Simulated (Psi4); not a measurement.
P (SMILES [P+]), charge +1, triplet; Psi4 with CCSD/cc-pVDZ.

Psi4 was given this input:
```
memory 2 GB

molecule {
1 3
  P     0.00000000    0.00000000    0.00000000
}

set basis cc-pvdz
set reference uhf

energy('ccsd')
print_variables()
```

**Question.** Predict the main parts of the log of this Psi4 run.

**Answer.** 
```
   => Loading Basis Set <=

    Name: CC-PVDZ
    Role: ORBITAL
    Keyword: BASIS

         ---------------------------------------------------------
                                   SCF
               by Justin Turney, Rob Parrish, Andy Simmonett
                          and Daniel G. A. Smith
                              UHF Reference
         ---------------------------------------------------------

  ==> Geometry <==

    Molecular point group: d2h
    Geometry (in Angstrom), charge = 1, multiplicity = 3:

       Center              X                  Y                   Z               Mass
    ------------   -----------------  -----------------  -----------------  -----------------
         P            0.000000000000     0.000000000000     0.000000000000    30.973761998420

  Running in d2h symmetry.

  Rotational constants: A = ************  B = ************  C = ************ [cm^-1]
  Rotational constants: A = ************  B = ************  C = ************ [MHz]
  Nuclear repulsion =    0.000000000000000

  Charge       = 1
  Multiplicity = 3
  Electrons    = 14
  Nalpha       = 8
  Nbeta        = 6

  ==> Algorithm <==

  SCF Algorithm Type is PK.
  DIIS enabled.
  MOM disabled.
  Fractional occupation disabled.
  Guess Type is CORE.
  Energy threshold   = 1.00e-08
  Density threshold  = 1.00e-08
  Integral threshold = 1.00e-12

  ==> Primary Basis <==

  Basis Set: CC-PVDZ
    Blend: CC-PVDZ
    Number of shells: 8
    Number of basis functions: 18
    Number of Cartesian functions: 19
    Spherical Harmonics?: true
    Max angular momentum: 2

  ==> Integral Setup <==

  Using in-core PK algorithm.
   Calculation information:
      Number of atoms:                   1
      Number of AO shells:               8
      Number of primitives:             50
      Number of atomic orbitals:        19
      Number of basis functions:        18

      Integral cutoff                 1.00e-12
      Number of threads:                 1

  Performing in-core PK
  Using 29412 doubles for integral storage.
  We computed 666 shell quartets total.
  Whereas there are 666 unique shell quartets.

  ==> DiskJK: Disk-Based J/K Matrices <==

    J tasked:                  Yes
    K tasked:                  Yes
    wK tasked:                  No
    Schwarz Cutoff:          1E-12

  Minimum eigenvalue in the overlap matrix is 1.1551021403E-01.
  Reciprocal condition number of the overlap matrix is 6.8984017506E-02.
    Using symmetric orthogonalization.

  ==> Pre-Iterations <==

  SCF Guess: Core (One-Electron) Hamiltonian.

   -------------------------------------------------------
    Irrep   Nso     Nmo     Nalpha   Nbeta   Ndocc  Nsocc
   -------------------------------------------------------
     Ag         6       6       3       3       3       0
     B1g        1       1       0       0       0       0
     B2g        1       1       0       0       0       0
     B3g        1       1       0       0       0       0
     Au         0       0       0       0       0       0
     B1u        3       3       1       1       1       0
     B2u        3       3       2       1       1       1
     B3u        3       3       2       1       1       1
   -------------------------------------------------------
    Total      18      18       8       6       6       2
   -------------------------------------------------------

  ==> Iterations <==

                        Total Energy        Delta E     RMS |[F,P]|

   @UHF iter   1:  -338.90661144644218   -3.38907e+02   2.20379e-01 ADIIS
   @UHF iter   2:  -340.31509260285725   -1.40848e+00   2.26106e-02 ADIIS/DIIS
   @UHF iter   3:  -340.34286717385532   -2.77746e-02   3.96403e-03 ADIIS/DIIS
   @UHF iter   4:  -340.34383729320410   -9.70119e-04   9.13845e-04 ADIIS/DIIS
   @UHF iter   5:  -340.34391588310581   -7.85899e-05   9.23769e-05 DIIS
   @UHF iter   6:  -340.34391642520507   -5.42099e-07   1.20514e-05 DIIS
   @UHF iter   7:  -340.34391643429973   -9.09466e-09   2.53642e-06 DIIS
   @UHF iter   8:  -340.34391643477989   -4.80156e-10   1.97860e-07 DIIS
   @UHF iter   9:  -340.34391643478233   -2.44427e-12   2.58087e-08 DIIS
   @UHF iter  10:  -340.34391643478239   -5.68434e-14   7.68103e-10 DIIS
  Energy and wave function converged.

  ==> Post-Iterations <==

   @Spin Contamination Metric:   9.911245592E-03
   @S^2 Expected:                2.000000000E+00
   @S^2 Observed:                2.009911246E+00
   @S   Expected:                1.000000000E+00
   @S   Observed:                1.000000000E+00

    Orbital Energies [Eh]
    ---------------------

    Alpha Occupied:

[...]
    Alpha Virtual:

[...]
       6Ag     0.316126

    Beta Occupied:

[...]
    Beta Virtual:

[...]
    Final Occupation by Irrep:
             Ag   B1g   B2g   B3g    Au   B1u   B2u   B3u
    DOCC [     3,    0,    0,    0,    0,    1,    1,    1 ]
    SOCC [     0,    0,    0,    0,    0,    0,    1,    1 ]
    NA   [     3,    0,    0,    0,    0,    1,    2,    2 ]
    NB   [     3,    0,    0,    0,    0,    1,    1,    1 ]

  @UHF Final Energy:  -340.34391643478239

   => Energetics <=

    Nuclear Repulsion Energy =              0.0000000000000000
    One-Electron Energy =                -465.7143992509659824
    Two-Electron Energy =                 125.3704828161836247
    Total Energy =                       -340.3439164347823862

  UHF NO Occupations:
  HONO-2 :    3 Ag 1.9950339
  HONO-1 :    2B3u 1.0000000
  HONO-0 :    2B2u 1.0000000
  LUNO+0 :    4 Ag 0.0049661
  LUNO+1 :    3B3u 0.0000009
  LUNO+2 :    3B2u 0.0000009
  LUNO+3 :    2B1u 0.0000002

Computation Completed

Properties will be evaluated at   0.000000,   0.000000,   0.000000 [a0]

Properties computed using the SCF density matrix

 Multipole Moments:

 ------------------------------------------------------------------------------------
     Multipole            Electronic (a.u.)      Nuclear  (a.u.)        Total (a.u.)
[...]
	Two-electron (AA) energy     =     29.36525366029253
	Two-electron (BB) energy     =     22.57851972819491
	Two-electron (AB) energy     =     73.42670947715821
	Two-electron energy          =    125.37048286564566
	Reference energy             =   -340.34391643478222

            **************************
            *                        *
            *        CCENERGY        *
            *                        *
            **************************

    Nuclear Rep. energy (wfn)     =    0.000000000000000
    SCF energy          (wfn)     = -340.343916434782386
    Reference energy    (file100) = -340.343916434782216

    Input parameters:
    -----------------
    Wave function   =     CCSD
    Reference wfn   =     UHF
    Brueckner       =     No
    Maxiter         =     50
    R_Convergence   =     1.0e-07
    E_Convergence   =     1.0e-06
    Restart         =     Yes
    DIIS            =     Yes
    AO Basis        =     NONE
    ABCD            =     NEW
    Cache Level     =     2
    Cache Type      =     LRU
    Print Level     =     1
    Num. of threads =     1
    # Amps to Print =     10
    Print MP2 Amps? =     No
    Analyze T2 Amps =     No
    Print Pair Ener =     No
    Local CC        =     No
    SCS-MP2         =     False
    SCSN-MP2        =     False
    SCS-CCSD        =     False

MP2 correlation energy -0.0554269505055297
                Solving CC Amplitude Equations
                ------------------------------
  Iter             Energy              RMS        T1Diag      D1Diag    New D1Diag    D2Diag
  ----     ---------------------    ---------   ----------  ----------  ----------   --------
     0        -0.055426950505530    0.000e+00    0.000000    0.000000    0.000000    0.000000
     1        -0.069181181205234    5.070e-02    0.002854    0.000000    0.000000    0.000000
     2        -0.075244607952730    1.915e-02    0.005272    0.000000    0.000000    0.000000
     3        -0.075510238680948    4.360e-03    0.005960    0.000000    0.000000    0.000000
     4        -0.075607740021928    7.374e-04    0.006004    0.000000    0.000000    0.000000
     5        -0.075590980753039    1.575e-04    0.006001    0.000000    0.000000    0.000000
     6        -0.075590398866097    3.071e-05    0.006003    0.000000    0.000000    0.000000
     7        -0.075591442375647    4.750e-06    0.006003    0.000000    0.000000    0.000000
     8        -0.075591145350250    9.561e-07    0.006003    0.000000    0.000000    0.000000
     9        -0.075591186895579    1.968e-07    0.006003    0.000000    0.000000    0.000000
    10        -0.075591186213897    3.965e-08    0.006003    0.000000    0.000000    0.000000

    Iterations converged.

    Largest TIA Amplitudes:
              2   2         0.0213042569
              2   0         0.0033746542
              5   8         0.0009978856
              7   9         0.0009978856
              4   8         0.0009735502
              6   9         0.0009735502
              3   7         0.0008509892
              3   6        -0.0007119246
              1   0         0.0004264039
              1   2         0.0000851091

    Largest Tia Amplitudes:
              2   0         0.0054234158
              2   1        -0.0012521578
              4   9         0.0008055204
              5  11         0.0008055204
              3   7         0.0007283099
              4   8        -0.0006378843
              5  10        -0.0006378843
              3   6        -0.0004080541
              1   0         0.0003874847
              1   1         0.0000660295

    Largest TIJAB Amplitudes:
      7   5   3   1         0.0461609458
      7   5   9   8        -0.0244026071
      7   5   5   4         0.0225254726
      5   2   6   5        -0.0220318217
      7   2   6   4        -0.0220318217
      5   2   8   0        -0.0156392679
      7   2   9   0        -0.0156392679
      5   2   7   5         0.0088549495
      7   2   7   4         0.0088549495
      5   2   8   1        -0.0066986865

    Largest Tijab Amplitudes:
      5   4  11   9        -0.0028368068
      5   3  11   7        -0.0027845400
      4   3   9   7        -0.0027845400
      5   3  11   6         0.0022485960
      4   3   9   6         0.0022485960
      5   4  10   9         0.0021408250
      5   4  11   8         0.0021408250
      3   2   6   0        -0.0021289057
      5   3  10   7         0.0021014586
      4   3   8   7         0.0021014586

    Largest TIjAb Amplitudes:
      2   2   6   6        -0.1068143949
      5   2   5   6         0.0615800807
      7   2   4   6         0.0615800807
      5   2   1   8        -0.0581513932
      5   2   3  10         0.0581513932
      7   2   1  10         0.0581513932
      7   2   3   8         0.0581513932
      5   2   6   5         0.0418370514
      7   2   6   4         0.0418370514
      2   2   6   7         0.0372550574

    SCF energy       (wfn)                    = -340.343916434782386
    Reference energy (file100)                = -340.343916434782216

    Opposite-spin MP2 correlation energy      =   -0.045419475013571
    Same-spin MP2 correlation energy          =   -0.010007475491959
    Singles MP2 correlation energy            =   -0.000000000000000
    MP2 correlation energy                    =   -0.055426950505530
      * MP2 total energy                      = -340.399343385287750

    Opposite-spin CCSD correlation energy     =   -0.064643933848234
    Same-spin CCSD correlation energy         =   -0.010947252365663
    Singles CCSD correlation energy           =   -0.000000000000000
    CCSD correlation energy                   =   -0.075591186213897
      * CCSD total energy                     = -340.419507620996114

  Variable Map:
  ----------------------------------------------------------------------------
[...]
  Array Variable Map:
  ----------------------------------------------------------------------------
[...]
[...]
```
